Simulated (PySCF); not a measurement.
A structure optimised at PBE-D3(BJ)/def2-SVP, used in a PySCF frequency run:

```
C
C 1 1.3630
H 1 1.1065 2 124.05
H 2 1.1067 1 123.20 3 0.00
Si 2 1.8991 4 130.84 1 180.00
H 5 1.5080 2 115.55 4 -63.53
H 5 1.5080 6 107.72 2 -130.89
Ge 1 1.9842 3 130.88 2 180.00
H 8 1.5545 1 114.84 3 -63.43
H 8 1.5545 9 108.51 1 -130.02
```
Charge 0, spin multiplicity 1.

### Question
Write its SMILES, formula and point group.

### Answer
C1=[CH][GeH2][SiH2]1, C2H6GeSi, Cs

### Question
What are its rotational constants (standard atomic weights)?

### Answer
6.1313, 3.0157, 2.1269 GHz
